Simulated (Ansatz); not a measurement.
Ansatz (a first-principles code) input (RI-MP2/def2-QZVPPD):
A basis named .json is the Basis Set Exchange file of that set.

Ansatz 0.2 input:
```yaml
crystal:
  periodic: [false, false, false]
  atoms:
    - {symbol: Pb, position_ang: [-0.00000000, -0.00000000, -0.37640212]}
    - {symbol: S, position_ang: [0.00000000, 0.00000000, 1.92906087]}
basis:
  gaussian:
    orbitals: def2-QZVPPD.json
    fitting: {mean_field: def2-universal-jkfit, correlation: def2-QZVPPD-RIFIT.json}
total_charge: -1
magnetization: {spin_polarized: true, initial_magnetization: 1}
correlation: {method: mp2, electrons: outside_noble_gas}
```

Output:

```
Functional definition: HF
integrals: 0.11 GiB planned
379 factors; integrals over basis functions are off by at most 1.3e0 eV
464 factors; integrals over basis functions are off by at most 6.6e-1 eV
mean field: 0.41 GiB planned
mean field evaluation 1: about -16038.8197 eV, gradient 1.0e1 eV
mean field evaluation 2: about -16039.3969 eV, gradient 7.5e0 eV
mean field evaluation 4: about -16039.6354 eV, gradient 7.3e-1 eV
mean field evaluation 8: about -16039.6609 eV, gradient 5.5e-4 eV
mean field evaluation 16: about -16037.6632 eV, gradient 2.5e0 eV
mean field evaluation 32: about -16039.4270 eV, gradient 1.4e0 eV
mean field evaluation 64: about -16038.8193 eV, gradient 1.0e1 eV
mean field -16039.66091794 eV, -589.4466666616 hartree, gradient 2.8e-6 eV, S^2 0.767442; 10 other end points of the search recorded, 0 dependent functions left out
14 core orbitals not correlated
reference -16039.66091794 eV, -589.4466666616 hartree; 6, 5 occupied and 147, 148 virtual orbitals, 464 factors
second order -7.29163276 eV of doubles, -0.00000000 eV of singles
Total energy: -16046.95255070 eV, -589.7146292232 hartree
```

This state (charge -1, doublet) is run at the relaxed geometry of the species with charge 0 and multiplicity 1.
